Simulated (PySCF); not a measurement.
# How methods differ on the ionisation energy of Ag

Ag [Kr] 4d10 5s1 (2S) → Ag⁺ [Kr] 4d10 (1S), as a difference of total energies. Computed with PySCF 2.14 in x2c-TZVPPall with one added diffuse shell each of s, p, d, f type (9s7p7d3f1g, 95 functions), with the spin-free X2C one-electron Hamiltonian (Gaussian nucleus). Correlated levels: valence: [Kr] frozen; valence and next inner shell: [Ar] 3d10 frozen. The calculations carry no spin-orbit coupling.

```csv
method,ionisation energy (eV)
UHF,6.356
LDA,8.258
PBE,7.942
PBE0,7.630
r2SCAN,7.790
r2SCAN0,7.590
BHandHLYP,7.424
M06-2X,7.408
wB97X,7.303
MP2 (valence),7.444
SCS-MP2 (valence),7.281
MP2 (valence and next inner shell),7.566
SCS-MP2 (valence and next inner shell),7.365
```

**Question.** How much does correlation contribute at MP2 (valence and next inner shell)?

**Answer.** 7.566 − (6.356) = 1.210 eV, measured against UHF.

Errors of the correlated levels include the incompleteness of this basis and the frozen core.

For comparison: 7.576 eV (measured; NIST Atomic Spectra Database, ionization energies).
